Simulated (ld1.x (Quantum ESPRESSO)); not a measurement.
## rubidium (Rb): one change to a TM potential, before and after

- Element: Rb
- Generator: ld1.x (Quantum ESPRESSO) 7.5
- Type: norm-conserving Troullier–Martins (Kleinman–Bylander form)
- Functional: PBE
- Relativity: scalar-relativistic
- Frozen core: [Ar] 3d10
- Valence charge: 9
- Reference configuration: 4s2 4p6 4d0 5s0 5p0 (charge +1)
- Partial waves: 4p (bound): rc 1.60 bohr; 4d (bound, empty): rc 3.10 bohr; 4s (bound): rc 1.85 bohr
- Local potential: the s channel
- Core correction: a·sin(br)/r model core, default radius (core density twice the valence density)

Change: all radii but the core radius scaled by about 1.04 (s 1.92, p 1.66, d 3.22 bohr).

Cutoffs: the cutoffs (Ry, on a coarse ladder) from which the occupation-weighted sum of valence levels, in a spherical-Bessel basis at the reference potential, stays within 10 and 1 mRy of its value at 400 Ry; they do not see the model core or the augmentation charge, which bear on the density cutoff. Errors are all-electron minus pseudo energies relative to the spin-unpolarised reference configuration.

Problem. Predict the effect on cutoff, ghosts and configuration errors.

Solution. The potential gets softer (40 Ry and 80 Ry → 35 Ry and 70 Ry); of the 7 tests that both files solve, the error grows in 6 and shrinks in 0 by more than 15 % and 0.3 meV (median size 49.9 → 69.8 meV); neither file shows a bound ghost. A larger radius leaves more room for a smooth pseudo-wave, so fewer plane waves are needed. More of the atom is replaced by a form fitted at one configuration, so other configurations suffer.

| quantity | base | changed |
| --- | --- | --- |
| cutoff, loose | 40 Ry | 35 Ry |
| cutoff, tight | 80 Ry | 70 Ry |
| loose cutoff by channel (10 mRy a level) | p 25 Ry, s 21 Ry | p 25 Ry, s 18 Ry |
| bound ghosts | none | none |
| error for 4s2 4p6 4d0 5s1 5p0, meV [ΔE -4.15 eV] | +73 | +102 |
| error for 4s2 4p6 4d0 5s0.5 5p0, meV [ΔE -2.58 eV] | +50 | +70 |
| error for 4s2 4p6 4d0 5s0 5p1, meV [ΔE -2.63 eV] | +15 | +18 |
| error for 4s1 4p6 4d0 5s1 5p0, meV [ΔE 33.58 eV] | +253 | +344 |
| error for 4s2 4p6 4d1 5s0 5p0, meV [ΔE -1.91 eV] | -0.6 | -0.5 |
| error for 4s2 4p5 4d0 5s1 5p0, meV [ΔE 16.99 eV] | +240 | +330 |
| error for 4s2 4p6 4d0.5 5s0.5 5p0, meV [ΔE -3.04 eV] | +41 | +57 |
